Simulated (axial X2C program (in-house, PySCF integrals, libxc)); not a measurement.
**Levels of RuN by electron attachment to RuN⁺ (EOM-EA-CCSD)**

Computed with an axial X2C code built on PySCF integrals: two-component X2C with atomic mean-field Coulomb and Gaunt terms, Gaussian nuclei, basis Ru dyall-acv3z, N dyall-av3z with contracted cores.

R = 1.543 Å (near the PBE0 minimum at charge 0 of the determinant lowest at the starting distance; the state shown can have its own minimum elsewhere).

Levels of RuN obtained by attaching an electron to RuN⁺:

```csv
Ω,binding energy (eV),above lowest (cm⁻¹),attached spinor,one-particle weight
1/2,7.202,0,"55% Ru sσ, 19% N pσ, 8% Ru pσ",0.96
1/2,5.864,10794,"36% Ru dπ, 29% N pπ, 27% Ru pπ",0.94
3/2,5.763,11611,"38% Ru dπ, 28% N pπ, 27% Ru pπ",0.94
1/2,4.421,22433,"37% Ru pσ, 31% Ru dσ, 19% N pσ",0.97
```

(1) Take the first Ω = 1/2 and Ω = 3/2 rows of π character: how far apart are they, and which lies lower?

This point took 18 s on 1 thread of Arm Neoverse V1 (shared host).

Reference electrons by ω block (each with its −ω partner): 1/2: 16, 3/2: 7, 5/2: 2. 12 electrons of RuN⁺ correlated (inner shells frozen), 92 natural virtual spinors (a truncated set); levels can be off by some tenths of an eV. Roots sought by Ω: (1/2: 5, 3/2: 4, 5/2: 2, 7/2: 1); the list ends where they run out and leaves out roots under 60 % one-particle weight. The solver can skip a root, and states that need a further excitation, which the method places far too high, are missing though they may lie low or lowest. T1 of the reference 0.029 (Lee–Taylor). The reference was not checked to be the lowest state of its species. Number of frozen shells: Ru 4 s, 3 p, 1 d; N 1 s. Large amplitudes in the reference (orbital relaxation or multireference character) lower the reliability.

Answers

(1) E(3/2) − E(1/2) = 11611 − 10794 = 817 cm⁻¹ at EOM-EA-CCSD: regular, Ω = 1/2 lower. Splittings at this level can be off by ten to twenty per cent.
